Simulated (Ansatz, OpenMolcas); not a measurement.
How methods differ on CH3BFN (SMILES BN=CF)

CH3BFN has 7 atoms, charge 0, and is taken as a singlet. As SMILES, `BN=CF`. The coordinates come from a PBE0-D4/def2-TZVP relaxation.

Quantity: the HOMO–LUMO gap, in eV. The values are calculated.

```csv
level,kind,program,value (eV),CPU time
SVWN5/aug-cc-pVDZ,LDA,OpenMolcas,5.49,47 s
BLYP/aug-cc-pVDZ,GGA,OpenMolcas,5.62,62 s
revPBE/aug-cc-pVDZ,GGA,Ansatz,5.65,9.5 s
M06-L/aug-cc-pVDZ,meta-GGA,OpenMolcas,6.12,90 s
r2SCAN/aug-cc-pVDZ,meta-GGA,OpenMolcas,6.13,84 s
B3LYP/aug-cc-pVDZ,global hybrid,OpenMolcas,7.51,67 s
BHLYP/aug-cc-pVDZ,global hybrid,Ansatz,9.89,12 s
B2PLYP/aug-cc-pVDZ,double hybrid,OpenMolcas,9.99,48 s
```

The values span 5.49 to 9.99 eV. Orbital gaps aren't excitation energies, and those of double hybrids come from the SCF part alone; they tend to grow with the share of exact exchange. Times are those of the runs behind each value, whatever else they computed, on shared processors of several kinds: orders of magnitude only.
